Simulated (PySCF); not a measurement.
HISZn, SMILES [SH][Zn][I]. Atoms are numbered in the order given.

```xyz
4

Zn     0.0225    -0.9161     0.0000
I     -0.0064     1.5109     0.0000
S      0.0597    -3.0894     0.0000
H     -1.2914    -3.1652     0.0000
```
Charge 0, spin multiplicity 1.

The structure is a stationary point at PBE0-D3(BJ)/def2-SVP. The def2 effective core potentials stand for the cores of I; spin–orbit coupling is left out. The values are those of a single conformer.

Level of theory: PBE0-D3(BJ)/def2-SVP (PySCF).

Frequencies are harmonic and unscaled.

```csv
mode,ν (cm⁻¹),IR (km/mol),moving atoms (share of kinetic energy)
1,77,8.2,"Zn 59 %, S 31 %"
2,82,9.0,"Zn 60 %, S 33 %"
3,218,5.2,"I 42 %, S 35 %, Zn 22 %"
4,426,48.6,"Zn 48 %, S 47 %"
5,631,6.2,H 93 %
6,2702,1.0,H 97 %
```
